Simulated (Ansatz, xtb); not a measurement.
## Ranking isomers of C5H10NS+

4 gas-phase structures of C5H10NS+, from a drawn sample of its isomers (lower ones may exist). Each was relaxed with GFN2-xTB; where two conformers were screened, the lower at r2SCAN-D4/def2-SVP is listed:

A. `CC(=S)C=[N+](C)C`, a singlet
B. `C[N+]#CCCSC`, a singlet
C. `CC(=S)C1C[NH2+]C1`, a singlet
D. `CC#[N+]CCSC`, a singlet

Question: Estimate their order in r2SCAN-D4/def2-SVP energy at these geometries, lowest first.

Answer: Calculated order at r2SCAN-D4/def2-SVP: A (0.000), C (0.024), D (0.130), B (0.221) eV. Less than 1 kcal/mol parts A and C, so the order within that pair means little.

Energies above the lowest of each column, in eV; the last columns are at B3LYP/def2-SVP geometries:

```
structure  GFN2-xTB  HF/STO-3G  r2SCAN-D4/def2-SVP  B3LYP/def2-SVP  CCSD(T)/def2-SVP + ΔMP2/def2-TZVPP
        A     0.000      0.666               0.000           0.000                               0.034
        C     0.251      0.000               0.024           0.154                               0.000
        D     0.232      0.202               0.130           0.011                               0.014
        B     0.330      0.238               0.221           0.077                               0.078
```

CCSD(T)/def2-SVP + ΔMP2/def2-TZVPP has A and C and D within 1 kcal/mol of each other at the bottom, and every level picks one of them. CCSD(T)/def2-SVP + ΔMP2/def2-TZVPP orders those it was run on as C (0.000), D (0.014), A (0.034), B (0.078) eV. Less than 1 kcal/mol parts C and D; D and A; A and B, so the order within those pairs means little. Flexible structures stand in one conformer each, not always the lowest. The ΔMP2 step shifts differences by up to 0.157 eV, which makes them less sure. ΔMP2 is the change of the MP2 energy from the smaller to the larger basis.

Over these structures GFN2-xTB departs from r2SCAN-D4/def2-SVP by 0.059 eV on average once a common shift is removed. A GFN2-xTB relaxation took about 0.16 s and the r2SCAN-D4/def2-SVP energy about 2.2 s on a shared host (Ansatz 0.2.0, xtb 6.7.1).
